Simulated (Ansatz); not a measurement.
Diatomic ZnS, multiplicity 3 (not the ground state: that is measured with 2S+1 = 1). No spin–orbit coupling. Zn is treated without relativity.

The constants come from a fifth-degree fit in 1/R (seven points, main isotopes). Runs in def2 and cc sets follow the lowest solution found near the PBE0 minimum.

Codes used: Ansatz (Gaussian orbitals). 

```
level               r_e (Å)  ω_e (cm⁻¹)  B_e (cm⁻¹)  α_e (cm⁻¹)  dipole (D)
------------------  -------  ----------  ----------  ----------  ----------
PBE/def2-TZVPP        2.271         305       0.153      0.0012        1.55
PBE0/def2-TZVPP       2.255         326       0.156      0.0011        1.85
wB97X-V/def2-TZVPP    2.240         342       0.158      0.0010        2.01
CCSD/def2-TZVPP       2.262         333       0.155      0.0010           -
CCSD(T)/def2-TZVPP    2.260         329       0.155      0.0011           -
```

Correlated levels freeze the inner cores; with def2 sets outer-core shells near the valence are correlated too.

Ansatz is a quantum-chemistry and plane-wave program.
